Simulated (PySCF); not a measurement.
# Exact simulation of a proton spin system

Molecule: `FB(F)C1CC1`, C₃H₅BF₂.

Cartesian coordinates in Å; atom numbers follow the order of the lines, from 1:
```xyz
11

F     2.7738   -0.2702   -0.3177
B     1.5980    0.1473    0.1191
F     1.6227    1.0689    1.0719
C     0.2600   -0.3842   -0.4220
C    -0.9244    0.5683   -0.4429
C    -0.8941   -0.5211    0.5592
H     0.3027   -1.1250   -1.2251
H    -1.6124    0.4813   -1.2874
H    -0.7547    1.5923   -0.0998
H    -0.7039   -0.2605    1.6038
H    -1.5587   -1.3773    0.4197
```

No relativistic terms, one computed conformer, no solvent model, fast rotation and ring inversion assumed for equivalent nuclei. Couplings computed with B3LYP/pcJ-1 (spin–dipole term only in couplings to heteroatoms); PBE0-D3(BJ)/def2-SVP geometry; shieldings: GIAO PBE0/pcSseg-1; PySCF 2.14.0 with density-fitted response routines.

Scale: TMS for $^{1}$H (reference shieldings calculated alike).

Shifts (ppm): F1/F3 -77.6, H7 -0.11, H8/H11 0.78, H9/H10 0.69.
Couplings (Hz): F1–F3: -189.9; F1–H7, F3–H7: 6.5; F1–H8, F1–H11, F3–H8, F3–H11: 0.4; F1–H9, F1–H10, F3–H9, F3–H10: -0.2; H7–H8, H7–H11: 10.3; H7–H9, H7–H10: 6.6; H8–H9, H10–H11: -4.1; H8–H10, H9–H11: 6.8; H8–H11: 9.5; H9–H10: 10.0.

The 7-spin Hamiltonian (Zeeman plus full scalar coupling among like nuclei) was diagonalised exactly; lines are Lorentzian, 0.7 Hz wide, and the maxima above 3 % are listed with the tallest set to 100.

(1) Give the $^{1}$H peak list of this spin system at 100 MHz.

(2) And at 600 MHz?

(3) Among coupled protons with different shifts, which pair is furthest from first order, and how does the field change that?

Answers

(1) 
Hz from δ = 0 (height): 91.2 (5), 84.8 (19), 81.9 (50), 80.2 (30), 76.0 (26), 75.1 (43), 73.7 (75), 72.5 (100), 70.9 (63), 68.4 (49), 66.7 (97), 64.2 (29), 57.5 (4), 11.3 (4), 4.9 (11), 2.4 (4), 0.8 (4), -2.0 (15), -4.0 (8), -5.5 (13), -8.5 (14), -10.6 (6), -11.9 (19), -14.9 (10), -18.4 (12), -19.1 (9), -21.3 (7), -22.1 (7), -25.1 (3), -25.7 (3), -27.7 (3), -28.6 (6)

(2) 
| Hz | ppm | height |
| --- | --- | --- |
| 479.1 | 0.798 | 19 |
| 474.7 | 0.791 | 58 |
| 471.9 | 0.787 | 72 |
| 468.6 | 0.781 | 42 |
| 464.4 | 0.774 | 55 |
| 461.7 | 0.769 | 76 |
| 458.2 | 0.764 | 28 |
| 452.8 | 0.755 | 5 |
| 442.5 | 0.737 | 5 |
| 437.7 | 0.729 | 5 |
| 431.2 | 0.719 | 6 |
| 422.1 | 0.704 | 28 |
| 418.6 | 0.698 | 84 |
| 415.8 | 0.693 | 96 |
| 411.9 | 0.687 | 100 |
| 409.3 | 0.682 | 66 |
| 408.6 | 0.681 | 42 |
| 404.7 | 0.675 | 23 |
| -42.8 | -0.071 | 5 |
| -49.3 | -0.082 | 19 |
| -53.1 | -0.088 | 9 |
| -55.9 | -0.093 | 28 |
| -59.6 | -0.099 | 34 |
| -62.5 | -0.104 | 20 |
| -66.2 | -0.110 | 51 |
| -69.0 | -0.115 | 9 |
| -69.8 | -0.116 | 18 |
| -72.7 | -0.121 | 34 |
| -76.4 | -0.127 | 25 |
| -79.2 | -0.132 | 9 |
| -83.0 | -0.138 | 17 |
| -89.6 | -0.149 | 4 |

(3) H8 and H10: Δν/J is about 1.3 at 100 MHz (strongly coupled) and 7.9 at 600 MHz (intermediate, with clear roofing). J in Hz doesn't depend on the field, while Δν in Hz grows in proportion to it. The system also holds chemically equivalent protons that couple differently to a partner (AA′BB′ or AA′XX′ type), and that part stays second order at any field.

Unscaled 3J(H,H) at this level run about 10 % above measured values. Vicinal couplings across rotatable single bonds and in flexible rings belong to the one computed conformer; a conformer average would change them.
